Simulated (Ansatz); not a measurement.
Results of the Gaussian-basis code of Ansatz.

A structure relaxed at PBE0-D4/def2-TZVP, charge 0, multiplicity 1:

```xyz
13

N     1.775    0.794    0.297
C     1.249    1.108   -0.816
Si   -0.473    0.444   -1.268
Si   -1.075   -1.189    0.302
N    -0.612   -0.567    1.833
H     2.695    1.225    0.418
H     1.769    1.769   -1.527
H    -0.397   -0.080   -2.662
H    -1.396    1.615   -1.294
H    -2.546   -1.420    0.284
H    -0.447   -2.481   -0.121
H     0.315   -0.165    1.872
H    -0.856   -1.054    2.681
```

**Question.** Give its formula and SMILES.

**Answer.** CH8N2Si2, `N=C[SiH2][SiH2]N`.

**Question.** Point group (tolerance 0.08 Å, 0.16 Å for H)?

**Answer.** C1.

**Question.** Summarise the bond lengths by kind.

**Answer.** 1 × C–N 1.271 Å; 3 × H–N 1.007 to 1.022 Å; 1 × C–Si 1.900 Å; 1 × C–H 1.101 Å; 1 × Si–Si 2.343 Å; 4 × H–Si 1.489 to 1.498 Å; 1 × N–Si 1.717 Å.
